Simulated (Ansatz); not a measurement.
SiB7. The state is a doublet with charge 0. Geometry PBE-D4/def2-SVP, basis def2-TZVP, Ansatz.

```xyz
8

B    -1.031    1.933    0.022
B    -1.959    1.841   -1.207
B    -0.030    0.760    0.482
B    -1.045    0.517   -0.959
B     0.951   -0.476    0.870
B    -0.048   -0.697   -0.533
B     0.967   -1.862   -0.055
Si    2.196   -2.016    1.380
```

```tsv
run	HOMO (eV)	LUMO (eV)
A	-6.30	-4.85
B	-8.73	-2.63
C	-6.02	-4.98
D	-7.04	-4.32
E	-7.82	-3.48
```

Another isomer (doublet) lies 0.24 eV lower at PBE0-D4/def2-TZVP; other spin states weren't run for this one.

HOMO and LUMO are taken over both spins.

The runs used BHLYP, PBE, PBE0, r2SCAN, ωB97M-V. Estimate which is which.

A r2SCAN (0 % exact exchange); B ωB97M-V (range-separated); C PBE (0 % exact exchange); D PBE0 (25 % exact exchange); E BHLYP (50 % exact exchange). Exact exchange lowers occupied and raises empty levels; among semilocal functionals meta-GGAs tend to open the gap a little, and such runs are hard to tell apart. The gap grows from 1.04 eV (PBE) to 6.10 eV (ωB97M-V). At r2SCAN-D4/def2-TZVP, BHLYP-D4/def2-TZVP the charge 0 doublet is spin-contaminated (final ⟨S²⟩ up to 0.84, 0.75 for a pure state).
